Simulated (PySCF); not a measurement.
# SeO₂²⁺, singlet: molecular constants

All numbers come from PBE in PySCF with Se def2-TZVP, O def2-TZVP; no relativity; density-fitted integrals.

The structure is a minimum.

```json
{
 "Point group": "D∞h",
 "Bond lengths": "Se–O 1.589 Å (×2)",
 "Bond angles": "O–Se–O 180.0°",
 "Principal polarisabilities": "14.2, 14.2, 39.8 bohr³",
 "Enthalpy at 298.15 K above 0 K": "12.52 kJ/mol",
 "Principal quadrupole moments (Buckingham, traceless) about the centre of mass": "-3.89, -3.89, 7.77 D Å",
 "Dipole moment about the centre of mass": "0.00 D",
 "Entropy at 298.15 K and 1 bar": "254.0 J/(mol K)",
 "Rotational constants": "0.2086 cm⁻¹",
 "Zero-point energy": "13.3 kJ/mol",
 "Rotational symmetry number": "2",
 "Lowest empty level": "-23.27 eV",
 "Heat capacity Cp at 298.15 K": "48.6 J/(mol K)",
 "Highest occupied level": "-25.75 eV"
}
```

Harmonic modes (masses in u: Se 79.917, O 15.995):
```tsv
symmetry	ω (cm⁻¹)	IR (km/mol, summed over degenerate members)	μ (u)
πu	123	1.6	20.74
σg+	905	0.0	15.99
σu+	1074	6.8	20.74
```

In D∞h the vibrations span πu + σg+ + σu+. The σg+ mode carries no infrared intensity, as symmetry demands. With a centre of inversion only u modes can be infrared active and only g modes Raman active.

Charges (e):
```tsv
atom	Mulliken	Löwdin	polar tensor	Mayer order to Se1
Se1	1.52	1.50	1.39	–
O2,3	0.24	0.25	0.31	2.09
```
Other Mayer orders above 0.3: O–O 0.50.

Mulliken populations on Se1: s 7.57, p 14.50, d 10.35, f 0.07.

Counting electrons, selenium keeps none of its valence electrons outside its bonds, so the VSEPR class is AX2 and the expected shape is linear (D∞h), as computed.

Only a few start shapes were tried, so a lower isomer may exist.

The final relaxation and frequency run took of the order of 70 core-seconds on a shared host.
